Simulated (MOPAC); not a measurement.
Input file for MOPAC: PM3 on C3H10Si (SMILES CC[SiH2]C).

```
PM3 1SCF PRECISE CHARGE=0 THREADS=1
C3H10Si

C     -2.17501844 1     0.02554444 1     0.08428301 1
C     -0.75625331 1    -0.41224336 1     0.46782147 1
Si     0.60124156 1     0.45680340 1    -0.50306950 1
C      2.30651307 1    -0.13141905 1     0.01634247 1
H     -2.93147032 1    -0.50091261 1     0.67025830 1
H     -2.37951441 1    -0.17198606 1    -0.97019429 1
H     -2.31787847 1     1.09578924 1     0.24842764 1
H     -0.58258251 1    -0.23333274 1     1.53402389 1
H     -0.64347666 1    -1.49168988 1     0.32280365 1
H      0.40317573 1     0.20275481 1    -1.95506906 1
H      0.49041361 1     1.92481003 1    -0.29152434 1
H      2.41633212 1    -1.20507247 1    -0.15060405 1
H      3.08842187 1     0.37760813 1    -0.55031389 1
H      2.48009617 1     0.06334612 1     1.07681471 1
```

Output:

```
*******************************************************************************
 **                                                                           **
 **                              MOPAC v23.2.5                                **
 **                                                                           **
 *******************************************************************************
 ** MOPAC's Digital Object Identifier: https://doi.org/10.5281/zenodo.6511958 **
 **                                                                           **
 ** Please cite the open-source release paper for use of this MOPAC version:  **
 ** J. E. Moussa and J. J. P. Stewart (2026)                                  **
 ** MOPAC: An open-source semiempirical molecular orbital program             **
 ** J. Open Source Softw., 11(119), 8025, https://doi.org/10.21105/joss.08025 **
 *******************************************************************************

                              PM3 CALCULATION RESULTS

 *******************************************************************************
 *  PM3        - The PM3 Hamiltonian to be used
 *
 *
 *
 *                 CHARGE ON SYSTEM = 0
 *
 *
 *
 *  PRECISE    - TIGHTER CRITERIA TO BE USED
 *  1SCF       - DO 1 SCF AND THEN STOP
 *  THREADS=1  - MULTI-THREADING NOT USED
 *  T=         - A TIME OF 172800.0 SECONDS REQUESTED
 *  DUMP=N     - RESTART FILE WRITTEN EVERY 7200.0 SECONDS REQUESTED
 *******************************************************************************
PM3 1SCF PRECISE CHARGE=0 THREADS=1
 C3H10Si

   ATOM   CHEMICAL          X               Y               Z
  NUMBER   SYMBOL      (ANGSTROMS)     (ANGSTROMS)     (ANGSTROMS)

     1       C         -2.17501844  *   0.02554444  *   0.08428301  *
     2       C         -0.75625331  *  -0.41224336  *   0.46782147  *
     3      Si          0.60124156  *   0.45680340  *  -0.50306950  *
     4       C          2.30651307  *  -0.13141905  *   0.01634247  *
     5       H         -2.93147032  *  -0.50091261  *   0.67025830  *
     6       H         -2.37951441  *  -0.17198606  *  -0.97019429  *
     7       H         -2.31787847  *   1.09578924  *   0.24842764  *
     8       H         -0.58258251  *  -0.23333274  *   1.53402389  *
     9       H         -0.64347666  *  -1.49168988  *   0.32280365  *
    10       H          0.40317573  *   0.20275481  *  -1.95506906  *
    11       H          0.49041361  *   1.92481003  *  -0.29152434  *
    12       H          2.41633212  *  -1.20507247  *  -0.15060405  *
    13       H          3.08842187  *   0.37760813  *  -0.55031389  *
    14       H          2.48009617  *   0.06334612  *   1.07681471  *



          CARTESIAN COORDINATES

    NO.       ATOM           X           Y           Z

     1         C         -2.1750      0.0255      0.0843
     2         C         -0.7563     -0.4122      0.4678
     3        Si          0.6012      0.4568     -0.5031
     4         C          2.3065     -0.1314      0.0163
     5         H         -2.9315     -0.5009      0.6703
     6         H         -2.3795     -0.1720     -0.9702
     7         H         -2.3179      1.0958      0.2484
     8         H         -0.5826     -0.2333      1.5340
     9         H         -0.6435     -1.4917      0.3228
    10         H          0.4032      0.2028     -1.9551
    11         H          0.4904      1.9248     -0.2915
    12         H          2.4163     -1.2051     -0.1506
    13         H          3.0884      0.3776     -0.5503
    14         H          2.4801      0.0633      1.0768

  H: (PM3): J. J. P. STEWART, J. COMP. CHEM. 10, 209 (1989).
  C: (PM3): J. J. P. STEWART, J. COMP. CHEM. 10, 209 (1989).
 Si: (PM3): J. J. P. STEWART, J. COMP. CHEM. 10, 209 (1989).

           Empirical Formula: C3 H10 Si  =    14 atoms



      MOLECULAR POINT GROUP   :   Cs


      RHF CALCULATION, NO. OF DOUBLY OCCUPIED LEVELS = 13


 -------------------------------------------------------------------------------
 PM3 1SCF PRECISE CHARGE=0 THREADS=1
 C3H10Si



     1SCF WAS SPECIFIED, SO BFGS WAS NOT USED
     SCF FIELD WAS ACHIEVED


                              PM3 CALCULATION
                                                       MOPAC v23.2.5 Linux




          FINAL HEAT OF FORMATION =        -25.80442 KCAL/MOL =    -107.96570 KJ/MOL


          COSMO AREA              =        130.94 SQUARE ANGSTROMS
          COSMO VOLUME            =        121.60 CUBIC ANGSTROMS

          IONIZATION POTENTIAL    =         10.442845 EV
          HOMO LUMO ENERGIES (EV) =        -10.443  0.745
          NO. OF FILLED LEVELS    =         13
          MOLECULAR WEIGHT        =         74.1975         POINT GROUP:  Cs

          MOLECULAR DIMENSIONS (Angstroms)

            Atom       Atom       Distance
            H    13    H     5     6.20489
            H    12    H    11     3.40174
            H    14    H    10     3.29204


          SCF CALCULATIONS        =          1





   ATOM   CHEMICAL          X               Y               Z
  NUMBER   SYMBOL      (ANGSTROMS)     (ANGSTROMS)     (ANGSTROMS)

     1       C         -2.17501844  *   0.02554444  *   0.08428301  *
     2       C         -0.75625331  *  -0.41224336  *   0.46782147  *
     3      Si          0.60124156  *   0.45680340  *  -0.50306950  *
     4       C          2.30651307  *  -0.13141905  *   0.01634247  *
     5       H         -2.93147032  *  -0.50091261  *   0.67025830  *
     6       H         -2.37951441  *  -0.17198606  *  -0.97019429  *
     7       H         -2.31787847  *   1.09578924  *   0.24842764  *
     8       H         -0.58258251  *  -0.23333274  *   1.53402389  *
     9       H         -0.64347666  *  -1.49168988  *   0.32280365  *
    10       H          0.40317573  *   0.20275481  *  -1.95506906  *
    11       H          0.49041361  *   1.92481003  *  -0.29152434  *
    12       H          2.41633212  *  -1.20507247  *  -0.15060405  *
    13       H          3.08842187  *   0.37760813  *  -0.55031389  *
    14       H          2.48009617  *   0.06334612  *   1.07681471  *

                             CARTESIAN COORDINATES

   1    C       -2.175018440     0.025544440     0.084283010
   2    C       -0.756253310    -0.412243360     0.467821470
   3   Si        0.601241560     0.456803400    -0.503069500
   4    C        2.306513070    -0.131419050     0.016342470
   5    H       -2.931470320    -0.500912610     0.670258300
   6    H       -2.379514410    -0.171986060    -0.970194290
   7    H       -2.317878470     1.095789240     0.248427640
   8    H       -0.582582510    -0.233332740     1.534023890
   9    H       -0.643476660    -1.491689880     0.322803650
  10    H        0.403175730     0.202754810    -1.955069060
  11    H        0.490413610     1.924810030    -0.291524340
  12    H        2.416332120    -1.205072470    -0.150604050
  13    H        3.088421870     0.377608130    -0.550313890
  14    H        2.480096170     0.063346120     1.076814710


           Empirical Formula: C3 H10 Si  =    14 atoms



      MOLECULAR POINT GROUP   :   Cs


                  EIGENVALUES
 -33.64084 -28.96758 -22.46778 -15.61996 -15.51943 -14.14688 -13.85147 -13.83987
 -12.93166 -11.97760 -11.07908 -10.66489 -10.44284   0.74467   1.44954   1.84120
   2.19701   4.14651   4.26173   4.41513   4.58796   4.64854   4.66052   4.81445
   4.97787   5.05987


              NET ATOMIC CHARGES AND DIPOLE CONTRIBUTIONS

  ATOM NO.   TYPE          CHARGE      No. of ELECS.   s-Pop       p-Pop
    1          C          -0.077727        4.0777     1.13290     2.94483
    2          C          -0.255331        4.2553     1.17461     3.08072
    3         Si           0.440335        3.5597     0.99352     2.56614
    4          C          -0.273487        4.2735     1.15238     3.12110
    5          H           0.029124        0.9709     0.97088
    6          H           0.034778        0.9652     0.96522
    7          H           0.034775        0.9652     0.96522
    8          H           0.062184        0.9378     0.93782
    9          H           0.062188        0.9378     0.93781
   10          H          -0.111718        1.1117     1.11172
   11          H          -0.111728        1.1117     1.11173
   12          H           0.054757        0.9452     0.94524
   13          H           0.057094        0.9429     0.94291
   14          H           0.054757        0.9452     0.94524
 DIPOLE           X         Y         Z       TOTAL
 POINT-CHG.     0.076    -0.135     0.135     0.205
 HYBRID         0.102    -0.170     0.170     0.261
 SUM            0.178    -0.304     0.306     0.467


          ATOMIC ORBITAL ELECTRON POPULATIONS

     Atom    s        px        py        pz
    1  C   1.13290   0.94353   1.00037   1.00093
    2  C   1.17461   1.00975   1.03436   1.03661
    3 Si   0.99352   0.82128   0.87326   0.87160
    4  C   1.15238   1.05387   1.03393   1.03331
    5  H   0.97088
    6  H   0.96522
    7  H   0.96522
    8  H   0.93782
    9  H   0.93781
   10  H   1.11172
   11  H   1.11173
   12  H   0.94524
   13  H   0.94291
   14  H   0.94524

 **********************
 *                    *
 * JOB ENDED NORMALLY *
 *                    *
 **********************




 == MOPAC DONE ==
```

The run finished.

Cost: about 0.020 core-seconds (a rough figure).
